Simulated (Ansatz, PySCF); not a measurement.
Species: dichloro-bis(sulfanyl)silane, SiH₂S₂Cl₂, net charge 0, singlet state. SMILES: S[Si](S)(Cl)Cl
Coordinates optimised at B3LYP-D3(BJ)/def2-TZVP (Ansatz, an electronic-structure program):
```xyz
7

S      1.8872     0.0742    -0.9528
Si    -0.0040     0.0035     0.0024
S     -1.1892    -1.4799    -0.9477
Cl     0.1202    -0.4107     2.0125
Cl    -0.7777     1.8926    -0.1880
H      2.1641    -1.2148    -0.6822
H     -2.0997    -1.5372     0.0415
```

Wanted: atomisation energy, in kcal/mol. Terms: no dispersion term unless named; spin-orbit terms left out; 6-31G* and kin with 6d, 5d where marked; 6-311+G** with 5d, 6d on Na to Ar in Ansatz; atomisation electronic, to ground-state atoms; non-relativistic; frozen cores in correlated levels; LANL2DZ with its own core potentials from Na on; UHF or UKS for open shells. CBS marks a two-point X^-3 extrapolation of the correlation energy; Hartree-Fock from the larger set (for Q and 5 zeta extrapolated as (X+1)exp(-9√X)). Ab initio and DFT rows: single points at B3LYP-D3(BJ) geometries (Ansatz).

Coupled cluster (Ansatz) is a level with limits of its own, used here on species with T1 under 0.025 (0.045 for open shells) and stable references: CCSD(T)/CBS(cc-pV(Q+d)Z,cc-pV(5+d)Z).

Value to compare with, CCSD(T)/CBS(cc-pV(Q+d)Z,cc-pV(5+d)Z) (Ansatz): 527.2 kcal/mol.

```csv
level,program,atomisation energy (kcal/mol),difference
HF/6-311+G**,Ansatz,350.8,-176.4
SVWN5/6-31G*,Ansatz,582.7,55.5
PBE/STO-3G,Ansatz,623.4,96.2
PBE/6-311+G**,Ansatz,504.9,-22.3
B3LYP/STO-3G,Ansatz,592.3,65.1
B3LYP/6-31G,Ansatz,390.2,-137.0
B3LYP/6-31G*,Ansatz,482.1,-45.1
B3LYP/6-31+G*,Ansatz,479.0,-48.2
B3LYP/def2-SVP,Ansatz,493.2,-34.0
B3LYP/6-311+G**,Ansatz,481.3,-45.9
M06-2X/6-311+G**,PySCF,502.2,-25.0
MP2/3-21G,Ansatz,330.3,-196.9
MP2/LANL2DZ,Ansatz,317.6,-209.6
B3PW91/6-31G* (5d),PySCF,491.6,-35.6
B2PLYP-D3(BJ)/def2-TZVPD,Ansatz + dftd3,513.4,-13.8
```

Among the 14 habitual levels, MP2/LANL2DZ lies farthest from CCSD(T)/CBS(cc-pV(Q+d)Z,cc-pV(5+d)Z) (Ansatz) (-209.6 kcal/mol) and PBE/6-311+G** nearest (-22.3); 3 of 14 lie above it, and their mean absolute difference is 85.2 kcal/mol, the median 51.9. One case shows no general order.

The levels are drawn from those run, B3LYP/6-31G* more often than the rest, none by its result; left out are runs that failed, that the program found above a lower state of the same kind, or whose <S^2> lies over 0.5 above the pure value.
